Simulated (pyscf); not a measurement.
# HO–Sn:–OH (SMILES [OH][Sn][OH]), singlet

Gas-phase minimum from PySCF at ωB97X-D3(BJ)/def2-SVP, one conformer. Other isomers of HO–Sn:–OH [singlet] were not searched in full and may lie lower. 

SMILES: [OH][Sn][OH]
```xyz
5

O     -1.5239     1.0037     0.1565
Sn    -1.0571    -0.3317     1.5634
O     -0.7476    -1.8921     0.3592
H     -1.5289     0.7086    -0.7623
H     -0.8544    -1.7579    -0.5905
```

Bonds (Å): O1–Sn2 1.995, O1–H4 0.965, Sn2–O3 1.995, O3–H5 0.965. Bond angles (°): Sn2–O1–H4 117.9, O1–Sn2–O3 97.7, Sn2–O3–H5 117.9.

Properties at ωB97X-D3(BJ)/def2-SVP:

```yaml
harmonic_wavenumbers_unscaled: 203, 314, 405, 604, 611, 625, 755, 3892, 3893 cm⁻¹
zero_point_energy: 16.2 kcal/mol
rotational_symmetry_number: 2
Entropy of this conformer at 298 K and 1 atm, rigid rotor and harmonic oscillator, modes under 100 cm⁻¹ raised to 100: 293.5 J/(mol K)
dipole_moment: 0.49 D
```

Single-point totals, which compare only within one level (frozen core for MP2 and CC):

```csv
level,total energy (hartree)
ωB97X-D3(BJ)/def2-TZVP,-366.17147
PBE/def2-TZVP,-365.92499
r²SCAN/def2-TZVP,-366.08711
B3LYP-D3(BJ)/def2-TZVP,-366.16262
PBE0-D3(BJ)/def2-TZVP,-365.92431
M06-2X/def2-TZVP,-365.95558
ωB97M-D3(BJ)/def2-TZVP,-366.14893
HF/def2-TZVPP,-364.36396
MP2/def2-TZVPP,-365.16463
CCSD/def2-TZVPP,-365.15623
CCSD(T)/def2-TZVPP,-365.18416
```

The CCSD(T) − MP2 part came from Ansatz, without density fitting, on the same reference. The frozen core leaves the outer d or s,p core shells of the metals and heavy elements correlated in the MP2 and CC values, and def2-TZVPP describes them poorly, so these totals are far from the basis limit. Elements past Kr carry the def2 core potentials, without spin-orbit coupling.
